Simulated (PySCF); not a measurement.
Computed properties of Cd(Cl)(SH) (CdClHS), SMILES [SH][Cd][Cl]

Cd(Cl)(SH) (CdClHS), SMILES [Cd]([Cl])[SH]. Geometry: PBE0-D3(BJ)/def2-TZVP. The def2 effective core potentials stand for the cores of Cd; spin–orbit coupling is left out. One conformer was computed; it need not be the lowest. All values are computed for the isolated molecule unless a solvent is named; none is compared with measurement here.

**Structure.** The optimised structure has Cs symmetry. All 6 harmonic modes at PBE0-D3(BJ)/def2-TZVP (PySCF) are real, so it is a minimum. With heavy atoms numbered as in [Cd:1]([Cl:2])[SH:3], the shortest bond between them is Cd1–Cl2 at 2.278 Å and the longest Cd1–S3 at 2.324 Å.

**Vibrations.** The strongest infrared lines (harmonic, unscaled, degenerate partners summed) lie at 407 cm⁻¹ (56 km/mol, Cd 38 %, Cl 35 %, S 26 %), 85 cm⁻¹ (9 km/mol, Cd 37 %, Cl 31 %, S 29 %), 88 cm⁻¹ (9 km/mol, Cd 38 %, S 31 %, Cl 31 %). The softest mode is at 85 cm⁻¹ and the zero-point energy is 6.1 kcal/mol.

**Electronic structure.** M06-2X/def2-TZVPD (PySCF) places the frontier levels at -8.79 and -1.18 eV, a gap of 7.61 eV, and gives a dipole moment of 1.39 D and a mean polarisability of 66.8 bohr³.

**Excitations.** TDDFT-PBE0/def2-SVPD (PySCF) has S1 at 4.40 eV (282 nm, f = 0.015, weak); the most intense of the 10 singlets computed lies at 6.74 eV (f = 0.22). T1 (TDA) is at 4.01 eV. No vertical singlet excitation falls in the visible range (under 3.1 eV).
